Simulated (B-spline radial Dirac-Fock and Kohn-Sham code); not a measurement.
## Atomic SCF run for Ru⁶⁺

ΔSCF core binding energies without Breit or QED terms, calculated with a B-spline atomic structure program. Keys: rel is the Hamiltonian (dirac, or spin-free x2c and nr, where L3 and M5 stand for the whole 2p and 3d shells), method is hf or an exchange,correlation pair (spin-unpolarised, also for the hole states), nuc the nuclear model, radius_factor scales its radius, rmax is the box in bohr, h the logarithmic mesh step, order the B-spline order, points the quadrature points per cell, c_factor scales the speed of light, and damp, ndamp, maxit and tol steer the iteration. The run stops when the commutator error falls below 10·tol·max(1, Z/10), or the numerical noise floor, and the energy has settled to about 1e-8 Ha; the virial ratio is −V/T.

Input (task.json):

```json
{"items": [{"Z": 44, "q": 6, "cfg": [[1, 0, 2], [2, 0, 2], [2, 1, 6], [3, 0, 2], [3, 1, 6], [3, 2, 10], [4, 0, 2], [4, 1, 6], [4, 2, 2]], "A": 102, "rrms": 4.4809, "do": "settings", "holes": ["K", "L3", "M5"],
  "settings": [{"rel": "dirac", "method": "hf", "nuc": "fermi", "radius_factor": 1000.0, "rmax": 45.0, "h": 0.3, "order": 8, "points": 10, "c_factor": 1.0, "maxit": 65, "damp": 0.5, "ndamp": 3, "tol": 1e-08}]}]}
```

Command: `python xray2_run.py task.json out`

Ground-state iterations:

```
iter   energy (Ha)        error
   1    -2754.89587703  4.17e+00
   2    -2780.48725110  9.94e-01
   3    -2785.34753333  2.72e-01
   4    -2785.79557604  7.43e-02
   5    -2785.83189854  3.67e-02
   6    -2785.83908775  1.37e-03
   7    -2785.83909387  1.54e-04
   8    -2785.83909410  2.29e-05
   9    -2785.83909410  1.27e-06
  10    -2785.83909410  4.12e-08
```

The ground state converged in 10 iterations, with total energy -2785.83909 Ha, virial ratio 2.48699 and highest orbital energy -103.70 eV. ΔSCF binding energies: K (1s) 5978.6 eV, L3 (2p3/2) 2421.5 eV, M5 (3d5/2) 486.7 eV.

Question: One setting is unsound. Which, and why?

Answer: radius_factor inflates the nucleus far beyond its size, which weakens the binding of the inner electrons. With the default settings (Dirac Hartree-Fock): The ground state converged in 9 iterations, with total energy -4520.94048 Ha, virial ratio 1.96069 and highest orbital energy -92.12 eV. ΔSCF binding energies: K (1s) 22287.9 eV, L3 (2p3/2) 2951.9 eV, M5 (3d5/2) 385.8 eV.
